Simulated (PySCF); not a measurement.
**Radial density of Ni (nickel, neutral)**

UHF, [Ar] 3d8 4s2, high-spin 3F determinant. All numbers are calculated (PySCF 2.14, the spin-free X2C one-electron Hamiltonian (Gaussian nucleus), in cc-pVDZ-DK (6s5p3d1f, 43 functions)).

```json
{"r (bohr)": "0.000960", "4πr²ρ (e/bohr)": "0.2573", "4πr²(ρα − ρβ)": "0.0000"}
{"r (bohr)": "0.00161", "4πr²ρ (e/bohr)": "0.6447", "4πr²(ρα − ρβ)": "0.0000"}
{"r (bohr)": "0.00271", "4πr²ρ (e/bohr)": "1.581", "4πr²(ρα − ρβ)": "0.0001"}
{"r (bohr)": "0.00457", "4πr²ρ (e/bohr)": "3.739", "4πr²(ρα − ρβ)": "0.0002"}
{"r (bohr)": "0.00768", "4πr²ρ (e/bohr)": "8.324", "4πr²(ρα − ρβ)": "0.0004"}
{"r (bohr)": "0.0129", "4πr²ρ (e/bohr)": "16.65", "4πr²(ρα − ρβ)": "0.0008"}
{"r (bohr)": "0.0217", "4πr²ρ (e/bohr)": "27.69", "4πr²(ρα − ρβ)": "0.0013"}
{"r (bohr)": "0.0365", "4πr²ρ (e/bohr)": "34.05", "4πr²(ρα − ρβ)": "0.0018"}
{"r (bohr)": "0.0615", "4πr²ρ (e/bohr)": "29.02", "4πr²(ρα − ρβ)": "0.0047"}
{"r (bohr)": "0.103", "4πr²ρ (e/bohr)": "28.93", "4πr²(ρα − ρβ)": "0.0298"}
{"r (bohr)": "0.174", "4πr²ρ (e/bohr)": "38.52", "4πr²(ρα − ρβ)": "0.1825"}
{"r (bohr)": "0.293", "4πr²ρ (e/bohr)": "22.26", "4πr²(ρα − ρβ)": "0.8250"}
{"r (bohr)": "0.492", "4πr²ρ (e/bohr)": "18.08", "4πr²(ρα − ρβ)": "1.9557"}
{"r (bohr)": "0.828", "4πr²ρ (e/bohr)": "16.86", "4πr²(ρα − ρβ)": "1.8356"}
{"r (bohr)": "1.39", "4πr²ρ (e/bohr)": "4.530", "4πr²(ρα − ρβ)": "0.6684"}
{"r (bohr)": "2.34", "4πr²ρ (e/bohr)": "1.217", "4πr²(ρα − ρβ)": "0.0960"}
{"r (bohr)": "3.94", "4πr²ρ (e/bohr)": "0.3745", "4πr²(ρα − ρβ)": "-0.0133"}
{"r (bohr)": "6.63", "4πr²ρ (e/bohr)": "0.02738", "4πr²(ρα − ρβ)": "-0.0037"}
{"r (bohr)": "11.1", "4πr²ρ (e/bohr)": "0.0001158", "4πr²(ρα − ρβ)": "0.0000"}
```

Densities and radii are taken from the X2C orbitals without a picture-change correction, which distorts them close to the nucleus.

Problem. Where is the radial spin density 4πr²(ρα − ρβ) most negative, and why is it negative at all?

Solution. Around r = 3.94 bohr, down to -0.0133 e/bohr: exchange with the open shell polarises the paired shells in an unrestricted calculation.
